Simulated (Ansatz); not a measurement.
`CCCSCC` + `O[SiH](F)S[SiH2]Cl` → `CO[SiH](F)S[SiH2]Cl` + `CCCSC`  (substitution at a C–C bond)

Calculated with Ansatz (gas phase, PBE0-D4/def2-TZVP geometries, no zero-point term in ΔE). CCSD(T)/CBS is the MP2 limit (def2-TZVPP, def2-QZVPP) plus CCSD(T) − MP2 in def2-TZVPP, frozen cores. DFT in def2-TZVPP. Each species was taken in one conformer, which may not be the lowest.

```csv
level,ΔE (kJ/mol)
r2SCAN,56.3
CCSD/def2-TZVPP,57.3
SCS-MP2/def2-QZVPP,59.2
CCSD/CBS(def2),59.0
```

Task: What does CCSD(T)/CBS give? (Best estimate.)

Result: The calculation gave: +60.1 kJ/mol. The listed levels differ from it by -3.8, -2.8, -0.9, -1.1 kJ/mol.

Largest T1 diagnostic among the species: 0.011.

In def2-TZVPP, CCSD(T) changes the Hartree–Fock value by +11.6 kJ/mol (the triples alone add +1.1 kJ/mol) and MP2 by +17.1 kJ/mol.
